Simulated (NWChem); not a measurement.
System meant: CH$_{4}$MgN$_{2}$S

Input file for NWChem:

```
start job
memory heap 200 mb stack 900 mb global 1100 mb
geometry units angstroms noautosym nocenter noautoz
  Mg    -0.009583    -0.152874    -0.017453
  S     -0.126309    -2.479218    -0.021523
  H      1.233406    -2.590370    -0.016847
  C      0.063426     2.283660    -0.005249
  N     -1.090405     1.617018    -0.006799
  N      1.176472     1.550108    -0.012584
  H      0.096690     3.397774     0.001798
  H     -1.942248     2.178009    -0.000912
  H      2.059214     2.061125    -0.010568
end
basis spherical
  * library 6-31g*
end
dft
  xc m06-l
  iterations 150
end
property
  shielding
end
task dft property
```

End of the output:

```
 Vector   29  Occ=0.000000D+00  E= 3.064165D-02
              MO Center= -1.6D-01, -5.7D-01, -1.9D-02, r^2= 7.5D+00
   Bfn.  Coefficient  Atom+Function         Bfn.  Coefficient  Atom+Function
  ----- ------------  ---------------      ----- ------------  ---------------
    11      0.854811  1 Mg px                38     -0.597560  3 H  s
    28      0.408026  2 S  s                 72     -0.326877  6 N  s
    58      0.300570  5 N  s                 29      0.185224  2 S  px
     7      0.174452  1 Mg px                14     -0.147306  1 Mg d -2
    37     -0.147389  3 H  s                 45      0.145419  4 C  px

 center of mass
 --------------
 x =  -0.01594088 y =  -0.11514702 z =  -0.02774065

 moments of inertia (a.u.)
 ------------------
        1274.917491438651         -34.659596479368           0.249472271004
         -34.659596479368         165.006333593623          -4.056106872462
           0.249472271004          -4.056106872462        1439.894066504216

     Multipole analysis of the density
     ---------------------------------

     L   x y z        total         alpha         beta         nuclear
     -   - - -        -----         -----         ----         -------
     0   0 0 0     -0.000000    -26.000000    -26.000000     52.000000

     1   1 0 0      0.386056     -0.084901     -0.084901      0.555857
     1   0 1 0      2.010519      1.556678      1.556678     -1.102837
     1   0 0 1      0.006626      0.709606      0.709606     -1.412585

     2   2 0 0    -26.549447    -62.975578    -62.975578     99.401709
     2   1 1 0     -2.230562     -7.307144     -7.307144     12.383726
     2   1 0 1     -0.009627      0.082368      0.082368     -0.174364
     2   0 2 0    -33.635104   -360.149196   -360.149196    686.663288
     2   0 1 1     -0.044475     -1.140580     -1.140580      2.236684
     2   0 0 2    -31.711628    -15.879140    -15.879140      0.046653

          -----------------------------------------
          Chemical Shielding Tensors (GIAO, in ppm)
          -----------------------------------------

 ------------------------------------------------------------------------
  xm06: d2 not coded                    0
 ------------------------------------------------------------------------
 ------------------------------------------------------------------------
  current input line :
    24: task dft property
 ------------------------------------------------------------------------
 ------------------------------------------------------------------------
 This error has not yet been assigned to a category
 ------------------------------------------------------------------------
 For more information see the NWChem manual at https://nwchemgit.github.io

0: xm06: d2 not coded:Received an Error in Communication
```

**Question.** Can this run be used? If not, why, and what is the fix?

**Answer.** The run crashed. Cause: this functional's second derivatives, which shieldings need, aren't coded here; the fix takes a hybrid GGA instead. This input runs:
```
start job
memory heap 200 mb stack 900 mb global 1100 mb
geometry units angstroms noautosym nocenter noautoz
  Mg    -0.009583    -0.152874    -0.017453
  S     -0.126309    -2.479218    -0.021523
  H      1.233406    -2.590370    -0.016847
  C      0.063426     2.283660    -0.005249
  N     -1.090405     1.617018    -0.006799
  N      1.176472     1.550108    -0.012584
  H      0.096690     3.397774     0.001798
  H     -1.942248     2.178009    -0.000912
  H      2.059214     2.061125    -0.010568
end
basis spherical
  * library 6-31g*
end
dft
  xc pbe0
  iterations 150
end
property
  shielding
end
task dft property
```
It converges to -747.92570 Ha (PBE0/6-31G* (spherical d), GIAO).
